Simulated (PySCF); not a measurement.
## Excitation energy of Rb by level of theory

Rb [Kr] 5s1 (2S) → Rb [Kr] 4d1 (2D), as a difference of total energies. Calculation: PySCF 2.14, in aug-cc-pVTZ-X2C; the spin-free X2C one-electron Hamiltonian (Gaussian nucleus). The calculations carry no spin-orbit coupling.

```csv
method,excitation energy (eV)
UHF,2.179
LDA,2.185
PBE,2.027
PBE0,2.080
r2SCAN,2.060
BP86,1.996
wB97M-V,2.242
revPBE,1.946
PW91,2.044
```

For comparison: 2.400 eV (measured; NIST levels, between the centres of gravity of the two terms).
